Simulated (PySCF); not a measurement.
arsine (AsH3), SMILES [AsH3]. Geometry: PBE-D3(BJ)/def2-TZVPD.

PySCF with TDA-M06-2X/def2-TZVPD puts the lowest singlet excitations at 6.85, 7.09, 7.09, 8.85, 9.12, 9.12 eV and the lowest triplet (TDA) at 5.89 eV.

**Question.** What are the lowest singlet roots from PySCF with EOM-CCSD/aug-cc-pVDZ? (The exact figures need the calculation; the answer reports its results.)

**Answer.** 6.69, 7.18, 7.18, 8.31, 8.31, 8.64 eV; triplets 5.88, 5.88, 6.37 eV. S1 differs by -0.16 eV (second minus first; roots are paired by order, and the bases may differ).
